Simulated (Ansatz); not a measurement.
B6⁺. Total charge 1; doublet. Geometry r2SCAN-D4/def2-SVP; atoms count from 1.

```csv
atom,x (Å),y (Å),z (Å)
B1,-0.580,-0.718,0.322
B2,0.116,0.820,1.182
B3,-0.885,-0.211,1.839
B4,0.808,0.254,-1.869
B5,0.518,0.753,-0.345
B6,0.023,-0.899,-1.129
```

The charge 1 doublet is spin-contaminated (final ⟨S²⟩ up to 0.94, 0.75 for a pure state). The structure comes from a short search, and lower isomers may exist.

Question: Estimate the Mulliken populations from the PBE0/def2-TZVP orbitals of Ansatz.

Answer: 
```json
{"atom": "B1", "charge (e)": "-0.04", "spin (α − β)": "-0.12"}
{"atom": "B2", "charge (e)": "0.22", "spin (α − β)": "0.03"}
{"atom": "B3", "charge (e)": "0.32", "spin (α − β)": "0.59"}
{"atom": "B4", "charge (e)": "0.32", "spin (α − β)": "0.59"}
{"atom": "B5", "charge (e)": "-0.04", "spin (α − β)": "-0.12"}
{"atom": "B6", "charge (e)": "0.22", "spin (α − β)": "0.03"}
```
Mulliken values depend strongly on the basis.

Question: Where does the spin sit?

Answer: Summed by element: B 1.00, of 1 unpaired in all. Largest on single atoms: B4 0.59, B3 0.59, B5 -0.12.

Question: And the Mayer bond orders between heavy atoms (over 0.3)?

Answer: B1–B2 0.50 (1.89 Å); B1–B3 1.05 (1.63 Å); B1–B5 0.53 (1.95 Å); B1–B6 1.14 (1.58 Å); B2–B3 1.23 (1.58 Å); B2–B5 1.14 (1.58 Å); B4–B5 1.05 (1.63 Å); B4–B6 1.23 (1.58 Å); B5–B6 0.50 (1.89 Å).
